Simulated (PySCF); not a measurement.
Potential energy of SnAs along the bond

Set-up: basis Sn def2-SVP with ECP28, As def2-SVP; scalar-relativistic core potentials; PySCF 2.14. Energies in eV from Sn + As in their ground configurations at the same level. State: ²Π (doublet), unpaired electrons π ↑.

All columns are PBE0. A positive dipole means Sn(−)As(+).

| R (Å) | E (eV) | μ (D) | Mulliken charge on Sn (basis-dependent) | HOMO (eV) | LUMO (eV) | Mayer bond order | ⟨S²⟩ |
| --- | --- | --- | --- | --- | --- | --- | --- |
| 2.106 | -1.278 | -0.83 | 0.10 | -6.14 | -4.69 | 2.25 | 0.75 |
| 2.204 | -2.002 | -1.11 | 0.13 | -6.20 | -4.47 | 2.24 | 0.75 |
| 2.302 | -2.395 | -1.39 | 0.15 | -6.13 | -4.28 | 2.24 | 0.76 |
| 2.376 | -2.530 | -1.59 | 0.17 | -5.98 | -4.16 | 2.23 | 0.76 |
| 2.449 | -2.564 | -1.77 | 0.18 | -5.82 | -4.04 | 2.21 | 0.77 |
| 2.522 | -2.523 | -1.93 | 0.19 | -5.68 | -3.94 | 2.18 | 0.80 |
| 2.620 | -2.392 | -2.03 | 0.19 | -5.51 | -3.83 | 2.04 | 0.92 |
| 2.743 | -2.169 | -2.05 | 0.19 | -5.39 | -3.73 | 1.78 | 1.15 |
| 2.890 | -1.875 | -2.07 | 0.18 | -5.32 | -3.64 | 1.51 | 1.37 |
| 3.086 | -1.484 | -2.17 | 0.17 | -5.29 | -3.56 | 1.23 | 1.58 |

A fit through these points gives, at Re = 2.442 Å, μ = -1.76 D and dμ/dR = -2.42 D/Å; the reduced mass is 46.11 u.

Problem. How strong is the fundamental in the double-harmonic approximation, I = 42.26·(dμ/dR)²/μred km/mol?

Solution. I = 42.26·(-2.42)²/46.11 = 5.37 km/mol at PBE0.

⟨S²⟩ of the unrestricted solution departs from its pure value on part of the curve, where spin states mix. Spin–orbit coupling is left out, which matters for elements this heavy, above all for dissociation energies. The state is the lowest determinant that a PBE0 search found; another state may lie lower at other levels.
